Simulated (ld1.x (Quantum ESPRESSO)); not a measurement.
# Building the PAW potential for Be (Z = 4) (PBE, scalar-relativistic).

ld1.x (Quantum ESPRESSO) 7.5 was run on this input:

```
&input
   title='Be', zed=4., rel=1, dft='PBE', iswitch=3,
   config='[He] 2s1.75 2p0.25 3d-2',
   nld=3, rlderiv=3.90, eminld=-2.0, emaxld=5.0, deld=0.02
 /
 &inputp
   pseudotype=3, lpaw=.true., tm=.true., lloc=-1, rcloc=2.50,
   nlcc=.true., rcore=1.40,
   which_augfun='BESSEL', rmatch_augfun=1.50,
   file_pseudopw='Be.UPF', file_wfcaegen='ae.wfc', file_wfcncgen='nc.wfc', file_beta='beta', file_chi='chi', file_wfcusgen='us.wfc'
 /
5
2S  1  0   1.75   0.00  1.30  1.80  0.0
2S  1  0   0.00   1.70  1.30  1.80  0.0
2P  2  1   0.25   0.00  3.40  3.60  0.0
2P  2  1   0.00   2.95  3.40  3.60  0.0
3D  3  2  -2.00   0.35  2.55  2.95  0.0
 &test
   configts(1)='2s1.75 2p0.25'
 /
```

Command:

```bash
ld1.x < Be.in > Be.out
```

Output (shortened: banner, matrices, multipoles, cross overlaps and the repeated all-electron block are left out):

```
Program LD1 v.7.5

     !!!!!!!!!!!!!!!!!!! WARNING !!!!!!!!!!!!!!!!!!!!!!!
     Message from routine ld1_readin:
     US requires at least two energies per channel 3D
     !!!!!!!!!!!!!!!!!!!!!!!!!!!!!!!!!!!!!!!!!!!!!!!!!!!
     --------------------------- All-electron run ----------------------------

     Be
     scalar relativistic calculation

     atomic number is  4.00
     dft =PBE   lsd =0 sic =0 latt =0  beta=0.20 tr2=1.0E-14
     Exchange-correlation= PBE
                           (   1   4   3   4   0   0   0)
     mesh =1041 r(mesh) = 100.85720 a.u. xmin = -7.00 dx = 0.01250
     1 Ry =  13.60569312 eV, c = 137.03599908

     n l     nl                  e(Ry)          e(Ha)          e(eV)
     1 0     1S 1( 2.00)        -7.8345        -3.9173      -106.5945
     2 0     2S 1( 1.75)        -0.4238        -0.2119        -5.7656
     2 1     2P 1( 0.25)        -0.1590        -0.0795        -2.1631

     final scf error:  8.8E-15 reached in  20 iterations

     Etot =     -29.199858 Ry,     -14.599929 Ha,    -397.284311 eV

     Ekin =      29.068317 Ry,      14.534158 Ha,     395.494596 eV
     Encl =     -67.107241 Ry,     -33.553621 Ha,    -913.040531 eV
     Eh   =      14.254965 Ry,       7.127483 Ha,     193.948682 eV
     Exc  =      -5.415899 Ry,      -2.707949 Ha,     -73.687058 eV

     normalization and overlap integrals

     s(1S/1S) =  1.000000  <r> =   0.4207  <r2> =    0.2415  r(max) =   0.2661
     s(2S/2S) =  1.000000  <r> =   2.5935  <r2> =    8.0812  r(max) =   2.0415
     s(2P/2P) =  1.000000  <r> =   3.1906  <r2> =   13.0153  r(max) =   2.2846

     ------------------------ End of All-electron run ------------------------

     --------------------- Generating PAW atomic setup --------------------

      Generating local potential from pseudized AE potential:
      Matching radius rcloc =   2.5000

      Local pseudo, rcloc= 2.494 Estimated cut-off energy=     3.82 Ry

      Computing core charge for nlcc:

       r > 1.40 : true rho core
       r < 1.40 : rho core = a sin(br)/r    a=   0.09  b=   1.99

      Integrated core pseudo-charge :   0.08
      Wfc-us  2S rcutus= 1.802  Estimated cut-off energy=    13.31 Ry
      Wfc-us  2S rcutus= 1.802  Estimated cut-off energy=    17.91 Ry
      Wfc-us  2P rcutus= 3.628  Estimated cut-off energy=     5.95 Ry
      Wfc-us  2P rcutus= 3.628  Estimated cut-off energy=    10.12 Ry
      Wfc-us  3D rcutus= 2.970  Estimated cut-off energy=    11.92 Ry

     Required augmentation: BESSEL   radius:    1.500000
     Suggested rho cutoff for augmentation:  43.41 Ry

     Estimated PAW energy =   -6.479159 Ryd

     ------------------- End of pseudopotential generation -------------------

     Computing logarithmic derivative in   3.88637
     Computing logarithmic derivative in   3.88637
     Computing the partial wave expansion
     R is outside the sphere for l=    0 j= 0.00
     R is outside the sphere for l=    0 j= 0.00
     R is outside the sphere for l=    1 j= 0.00
     R is outside the sphere for l=    1 j= 0.00
     R is outside the sphere for l=    2 j= 0.00

     ---------------------- Testing the pseudopotential ----------------------

     Be
     scalar relativistic calculation

     atomic number is  4.00   valence charge is  2.00
     dft = SLA  PW   PBX  PBC   lsd =0 sic =0 latt =0  beta=0.20 tr2=1.0E-14
     mesh =1041 r(mesh) = 100.85720 xmin = -7.00 dx = 0.01250

     n l     nl             e AE (Ry)        e PS (Ry)    De AE-PS (Ry)
     1 0     2S   1( 1.75)       -0.42376       -0.42376        0.00000
     2 1     2P   1( 0.25)       -0.15899       -0.15899        0.00000

     eps = 1.2E-16  iter =  3

     Etot =     -29.199858 Ry,     -14.599929 Ha,    -397.284311 eV
     Etotps =    -6.479160 Ry,      -3.239580 Ha,     -88.153468 eV

     Ekin =       2.177191 Ry,       1.088595 Ha,      29.622190 eV
     Encl =      -4.609336 Ry,      -2.304668 Ha,     -62.713206 eV
     Ehrt =       1.368883 Ry,       0.684442 Ha,      18.624603 eV
     Ecxc =      -5.415899 Ry,      -2.707949 Ha,     -73.687055 eV
     (Ecc =      -0.027678 Ry,      -0.013839 Ha,      -0.376582 eV)

     ---------------------- End of pseudopotential test ----------------------
```

Generation and configuration tests took about 1.5 s on one core of a shared server CPU.

Transferability test of the new file with ld1.x, input:

```
&input
   title='Be', zed=4., rel=1, dft='PBE', iswitch=2,
   config='[He] 2s1.75 2p0.25 3d-2'
 /
 &test
   file_pseudo='Be.UPF', nconf=7,
   configts(1)='2s1.75 2p0.25',
   configts(2)='2s2 2p0',
   configts(3)='2s1 2p0',
   configts(4)='2s1.5 2p0',
   configts(5)='2s0 2p2',
   configts(6)='2s0 2p1',
   configts(7)='2s1 2p1'
 /
```

```bash
ld1.x < Be.test.in > Be.test.out
```

Pseudopotential blocks of its output, shortened (energy terms left out):

```
     ---------------------- Testing the pseudopotential ----------------------

     n l     nl             e AE (Ry)        e PS (Ry)    De AE-PS (Ry)
     1 0     2S   1( 1.75)       -0.42376       -0.42376        0.00000
     2 1     2P   1( 0.25)       -0.15899       -0.15899        0.00000

     eps = 1.2E-16  iter =  3

     Etot =     -29.199858 Ry,     -14.599929 Ha,    -397.284311 eV
     Etotps =    -6.479160 Ry,      -3.239580 Ha,     -88.153468 eV

     ---------------------- End of pseudopotential test ----------------------
```

The test run then stopped with an error in new_paw_hamiltonian: “negative rho”.
